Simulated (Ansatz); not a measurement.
`[Cl][InH2]` + `C[NH][GeH3]` → `C[N]([GeH3])[InH2]` + HCl at 700 K and 1 bar (ligand exchange at the In–Cl bond).

Computed with Ansatz on PBE0-D4/def2-TZVP structures; ΔE is electronic, products minus reactants. CBS: MP2 limit from def2 TZ/QZ plus the TZ coupled-cluster correction, frozen cores. This one scheme is used for every species. def2 core potentials past Kr. For Ge, In outer-core shells are correlated without core-valence functions, which leaves a few kJ/mol of doubt a bond. Scalar relativity is left out up to krypton.

```
             species  CCSD(T)/CBS energy (Eh)  H − E (kJ/mol)  S (J/(mol·K))
        `[Cl][InH2]`               -650.81839            71.8          329.5
       `C[NH][GeH3]`              -2173.06430           268.1          408.1
`C[N]([GeH3])[InH2]`              -2363.46641           296.6          517.6
                 HCl               -460.38127            38.4          211.8
```

H − E and S are ideal-gas, rigid-rotor, harmonic terms from PBE0-D4/def2-TZVP, for one conformer and one mirror image of each species. 1 Eh = 2625.50 kJ/mol, R = 8.31446 J/(mol·K).

Task: By hand: ΔE, ΔH, ΔS and ΔG.

Result: ΔE = (-2363.46641) + (-460.38127) − (-650.81839) − (-2173.06430) = 0.03501 Eh = 91.9 kJ/mol. Δ(H − E) = 296.6 + 38.4 − 71.8 − 268.1 = -4.9, so ΔH = 87.0 kJ/mol. ΔS = 517.6 + 211.8 − 329.5 − 408.1 = -8.2 J/(mol·K). ΔG = 87.0 − 700 × (-8.2)/1000 = 92.7 kJ/mol.

Task: By hand: the equilibrium constant, and the temperature at which ΔG would vanish if ΔH and ΔS stayed fixed.

Result: log₁₀ K = −ΔG/(RT ln 10) = -6.9. ΔH and −TΔS have one sign here, so there is no such temperature.

The number of gas molecules stays the same, so ΔS is small and ΔH decides. A doubt of 5 kJ/mol in ΔE shifts log₁₀ K by 0.4 here. Other conformers and mirror images would add mixing entropy, several J/(mol·K) or more a flexible species. These are equilibria of isolated gas molecules and say nothing of rates. Largest T1 diagnostic: 0.015 (customary marks: 0.02 for closed shells, 0.045 for open ones).

ΔS is within the doubt of such terms, so its sign, and with it that verdict, could turn.
